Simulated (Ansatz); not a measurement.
Geometry optimisation, UKS PBE/def2-SVP in Ansatz.

Input:

```yaml
crystal:
  periodic: [false, false, false]
  atoms:
    - { symbol: Sn, position_ang: [-0.034326, -0.036814, -0.154138] }
    - { symbol: Cl, position_ang: [0.008356, 0.03361, 3.443175] }
    - { symbol: O, position_ang: [1.787882, 0.000415, -1.016965] }
    - { symbol: H, position_ang: [2.240091, -0.848264, -0.831642] }
    - { symbol: O, position_ang: [-0.866697, 1.579691, -1.029666] }
    - { symbol: H, position_ang: [-1.836613, 1.539393, -0.912397] }
    - { symbol: O, position_ang: [-1.005745, -1.709382, -0.792825] }
    - { symbol: H, position_ang: [-1.37249, -2.195826, -0.031275] }
    - { symbol: Cl, position_ang: [-0.012759, -0.011324, 5.502933] }
magnetization:
  spin_polarized: true
  initial_magnetization: 1
basis:
  gaussian: { orbitals: def2-SVP }
hamiltonian:
  xc: pbe
relax:
  f_tol: 0.03
  max_steps: 50
output:
  orbitals: {}
```

Command:

```bash
$ ansatz run input.yaml --threads 4 --pin off --max-ram 5120MiB --backend cpu --events-out ev --progress --plain --runs-dir out
```

Q: Where does it end, and by what steps?

A: The run converged. After 33 steps the energy has fallen by 1.704 eV; Cl9 moved furthest, 3.38 Å. Joined: Sn1–Cl2 (3.60 → 2.50 Å), Sn1–Cl9 (5.66 → 2.85 Å).

```csv
step,energy less start (eV),largest force component (eV/Å),accepted
0,0.0000,1.013,yes
2,-0.2975,1.221,yes
4,-0.6889,1.574,yes
6,-0.9696,1.064,yes
8,-1.0337,0.091,yes
10,-1.0829,0.500,yes
12,-1.1522,0.146,yes
14,-1.2246,0.175,yes
16,-1.3317,0.234,yes
18,-1.4561,0.311,yes
20,-1.5128,0.080,yes
22,-1.5204,0.040,yes
24,-1.5327,0.150,yes
26,-1.5527,0.785,yes
28,-1.6308,0.143,yes
30,-1.6782,0.582,yes
32,-1.7027,0.129,yes
33,-1.7039,0.012,yes
```

```xyz
9
Properties=species:S:1:pos:R:3
Sn -0.126 0.013 0.210
Cl 0.060 1.228 2.390
O 1.694 -0.342 -0.491
H 2.156 -0.841 0.216
O -0.802 1.429 -1.010
H -1.780 1.386 -1.016
O -1.637 -1.284 0.295
H -1.453 -1.865 1.063
Cl 0.796 -1.373 2.519
```

Whether the end is a true minimum wasn't checked by a vibrational analysis.

Time of the run: 70 s on 4 threads of Arm Neoverse V2 (shared host), peak memory 0.24 GiB.
